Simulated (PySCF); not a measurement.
Input of a run (PBE0-D3(BJ)/def2-SVP geometry optimisation, gas phase (PySCF 2.14.0)), started from GFN2-xTB:
```
{"job": {"xc": "PBE0", "basis": "def2-SVP", "d3": "d3bj", "grid": 1, "shake": 0.01, "kind": "geom"}, "charge": 0, "multiplicity": 1}
F     -0.635450     1.551450     1.562280
C      0.237210     0.746860     0.995810
C     -0.252690    -0.598860     0.493780
C     -1.123910     0.004420    -0.538370
F     -1.508700    -0.759650    -1.599540
C      0.229580     0.600930    -0.509150
C      0.925420    -0.755210    -0.469940
F      2.178270    -0.817290     0.018070
H      1.191760     0.823610     1.534820
H     -1.998170     0.604680    -0.197150
H      0.794780    -1.426780    -1.306280
```

Output (energies in Eh, forces in Eh/bohr):
```
step   0  E = -490.84203584  max force = 0.050293
step   1  E = -490.83685882  max force = 0.028537
step   2  E = -490.84387599  max force = 0.010832
step   3  E = -490.84610451  max force = 0.005222
step   4  E = -490.84626587  max force = 0.002828
step   5  E = -490.84633218  max force = 0.000600
step   6  E = -490.84633756  max force = 0.000360
optimisation converged
```

**Question.** Summarise the run.

**Answer.** The energy falls by 2.7 kcal/mol over 7 energy and gradient evaluations, the largest force component goes from 0.0503 to 3.6e-04 Eh/bohr, and the atoms move by 0.027 Å rms after alignment. The bond that changes most is C3–C6 (both ends sp3 carbon at a ring junction), which shortens by 0.033 Å. Bonds longer at the end by more than 0.005 Å: 4 of 13; shorter: 9. Among the angles that change most is F5–C4–H10, from 108.6° to 112.8°. The energy rose by more than 1e-6 Eh at step 1.

**Question.** What are the final bond lengths?

**Answer.** F1–C2 1.340 Å, C2–C3 1.507 Å, C3–C4 1.507 Å, C4–F5 1.340 Å, C4–C6 1.507 Å, C6–C7 1.507 Å, C7–F8 1.339 Å, C2–C6 1.507 Å, C3–C6 1.603 Å, C3–C7 1.507 Å, C2–H9 1.092 Å, C4–H10 1.092 Å, C7–H11 1.092 Å. Numbering counts from 1 in the input's order; the species is `F[C@H]1C23[C@H](F)C12[C@H]3F`.

The run used 127 basis functions and 54 SCF cycles in all.

PBE0-D3(BJ)/def2-SVP frequencies: not computed here.
